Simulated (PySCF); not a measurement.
C2H5CdCl, SMILES C[CH2][Cd][Cl]. Atoms are numbered in the order given.

```xyz
9

Cd     0.1442     0.0715     0.0000
Cl    -0.2784     2.3534     0.0000
C      0.5220    -2.0282     0.0000
C     -0.7355    -2.9002     0.0000
H      1.1477    -2.2268    -0.8845
H      1.1477    -2.2268     0.8845
H     -1.3647    -2.7226     0.8869
H     -1.3647    -2.7226    -0.8869
H     -0.4726    -3.9734     0.0000
```

Coordinates come from a B3LYP-D3(BJ)/def2-SVP optimisation. The structure was generated by enumeration; whether it is a known compound was not checked. The def2 effective core potentials stand for the cores of Cd; spin–orbit coupling is left out. The values are those of a single conformer.

Computed with M06-2X/def2-TZVP run with PySCF.

Atomic charges (e):

```
atom  Mulliken  Löwdin
----  --------  ------
Cd1       0.82    0.63
Cl2      -0.50   -0.28
C3       -0.63   -0.57
C4       -0.42   -0.38
H5        0.16    0.12
H6        0.16    0.12
H7        0.14    0.12
H8        0.14    0.12
H9        0.14    0.12
```
